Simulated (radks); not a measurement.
Task: The antimony anion Sb3-, [Xe], held by a Watson sphere: a shell of charge +3 at radius R that stands for the Madelung well of a crystal (potential energy -3/R inside, -3/r outside, in hartree with lengths in bohr). All-electron calculation, scalar-relativistic Kohn-Sham, r2SCAN, spin-polarised, spherical densities, finite nucleus; meta-GGA in the generalised Kohn-Sham scheme; Fermi nuclear charge, rms radius of each element as measured or else 0.836 A^(1/3) + 0.57 fm. Program: a radial shooting solver on a logarithmic mesh with Libxc functionals.

| R (bohr) | e(4d) (eV) | e(5s) (eV) | e(5p) (eV) | <r> 5p (bohr) | sum of <r^2> (bohr^2) | X-ray form factor at sin(theta)/lambda = 0.1 1/angstrom |
|---|---|---|---|---|---|---|
| 2.45 | -34.332 | -15.787 | -7.461 | 2.722 | 83.55 | 48.948 |
| 2.6 | -33.806 | -15.296 | -7.232 | 2.781 | 86.05 | 48.845 |
| 3.06 | -32.750 | -13.952 | -6.480 | 2.962 | 94.14 | 48.539 |
| 3.25 | -32.462 | -13.469 | -6.168 | 3.036 | 97.59 | 48.421 |
| 4.13 | -31.599 | -11.734 | -4.838 | 3.371 | 114.2 | 47.954 |
| 4.35 | -31.445 | -11.410 | -4.549 | 3.451 | 118.4 | 47.858 |
| 5.49 | -30.848 | -10.233 | -3.348 | 3.853 | 142.1 | 47.488 |

Estimate the row for R = 2.46 bohr.

Result: e(4d) (eV) -34.293; e(5s) (eV) -15.753; e(5p) (eV) -7.447; <r> 5p (bohr) 2.726; sum of <r^2> (bohr^2) 83.71; X-ray form factor at sin(theta)/lambda = 0.1 1/angstrom 48.941.
